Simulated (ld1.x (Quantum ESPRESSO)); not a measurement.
Varying the RRKJ potential for Co (Z = 27)

Base potential:

- Element: cobalt (Co)
- Generator: ld1.x (Quantum ESPRESSO) 7.5
- Type: norm-conserving RRKJ (Kleinman–Bylander form)
- Functional: PBE
- Relativity: scalar-relativistic
- Frozen core: [Ar]
- Valence charge: 9
- Reference configuration: 3d7 4s1.5 4p0 (charge +0.5)
- Partial waves: 4s (bound): rc 2.50 bohr; 4p (bound, empty): rc 2.45 bohr; 3d (bound): rc 1.30 bohr
- Local potential: all-electron potential smoothed inside 1.15 bohr (lloc = -2)
- Core correction: a·sin(br)/r model core inside 1.00 bohr
- rho0: 0.02

All-electron outer shells of the reference configuration (PBE, scalar-relativistic, ld1.x):

| shell | level (eV) | outermost node (bohr) | outermost maximum (bohr) |
| --- | --- | --- | --- |
| 3p | -69.85 | 0.28 | 0.68 |
| 3d | -12.39 | – | 0.66 |
| 4s | -8.99 | 0.96 | 2.26 |
| 4p | -4.21 | 1.05 | 2.94 |

Cutoffs, loose and tight: the cutoffs (Ry, on a coarse ladder) from which the occupation-weighted sum of valence levels, in a spherical-Bessel basis at the reference potential, stays within 10 and 1 mRy of its value at 400 Ry. They do not see the model core or the augmentation charge, which bear on the density cutoff. Test errors are all-electron minus pseudo excitation energies from the reference, over the configurations 3d7 4s2 4p0; 3d7 4s1 4p0; 3d7 4s0 4p0; 3d7.5 4s1.5 4p0; 3d7 4s0 4p1; 3d8 4s0 4p0; 3d8 4s1 4p0. A dash means not determined; rows that change the core or the reference have their own tests. The largest error is taken over the tests solved by every variant that gives reliable tests at all: 3d7 4s0 4p0; 3d7 4s0 4p1; 3d7 4s1 4p0; 3d7 4s2 4p0; 3d8 4s0 4p0.

A true bound ghost makes a file unfit for plane-wave use even where its test errors are small: the radial tests pick states by their node count and pass the ghost by. Where a test does run into it, the solver fails or the error is huge.

| change | outcome | cutoff, loose | cutoff, tight | bound ghosts | largest test error (meV) |
| --- | --- | --- | --- | --- | --- |
| base | generated | 110 Ry | 160 Ry | s | -107 |
| local potential all-electron potential smoothed inside 0.92 bohr (lloc = -2) | generated | 110 Ry | 160 Ry | s | -102 |
| local potential all-electron potential smoothed inside 1.22 bohr (lloc = -2) | generated | 110 Ry | 160 Ry | s | -110 |
| local potential all-electron potential smoothed inside 1.40 bohr (lloc = -2) | generated | 110 Ry | 160 Ry | none | -118 |
| local potential all-electron potential smoothed inside 1.64 bohr (lloc = -2) | generated | 110 Ry | 160 Ry | none | -138 |
| local potential all-electron potential smoothed inside 1.96 bohr (lloc = -2) | generated | 110 Ry | 160 Ry | none | -170 |
| local potential all-electron potential smoothed inside 2.46 bohr (lloc = -2) | generated | 110 Ry | 160 Ry | none | -230 |
| local potential all-electron potential smoothed inside 2.60 bohr (lloc = -2) | generated | 110 Ry | 160 Ry | none | -245 |
| local potential all-electron potential smoothed inside 2.88 bohr (lloc = -2) | generated | 110 Ry | 160 Ry | none | -274 |

Problem. What comes out with this change to the base: local potential all-electron potential smoothed inside 2.18 bohr (lloc = -2)?

Solution. outcome: generated; cutoff, loose: 110 Ry; cutoff, tight: 160 Ry; bound ghosts: none; largest test error (meV): -195.

Reading the sweep of the rcloc (base included, trends over the rows without a ghost): The loose cutoff stays near 110 Ry. The median size of the test errors (rows with all tests solved) rises from 5.9 meV at 1.4 to 25.1 meV at 2.88 bohr. Bound ghosts are found at 0.92, 1.15, 1.22 bohr.
